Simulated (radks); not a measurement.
Problem. The mean radii <r> (bohr) of the occupied orbitals of an atom or ion are listed with their occupations. All-electron calculation, scalar-relativistic Kohn-Sham, Wu-Cohen GGA, spin-polarised, spherical densities, finite nucleus; Fermi nuclear charge, rms radius of each element as measured or else 0.836 A^(1/3) + 0.57 fm. Program: a radial shooting solver on a logarithmic mesh with Libxc functionals.

orbital  occ.      <r>
1s down     1  0.03344
1s up       1  0.03344
2s up       1   0.1457
2s down     1   0.1457
2p up       3   0.1270
2p down     3   0.1269
3s up       1   0.4029
3s down     1   0.4028
3p up       3   0.4032
3p down     3   0.4031
3d up       5   0.3842
3d down     5   0.3840
4s up       1    1.012
4s down     1    1.007
4p up       3    1.110
4p down     3    1.105
4d up       5    1.430

Name the element and its charge. Open shells, if any, are filled with parallel spins first.

Solution. Z = 44, ruthenium, charge +3: Ru3+ in [Kr] 4d5. The 1s radius gives Z: for a bare nucleus <r> = (2 gamma + 1)/(2Z) with gamma = sqrt(1 - (Z/c)^2), 0.03289 bohr for Z = 44, and screening makes it slightly larger (0.03344 here). The occupations add up to 41, and the charge is Z minus that.
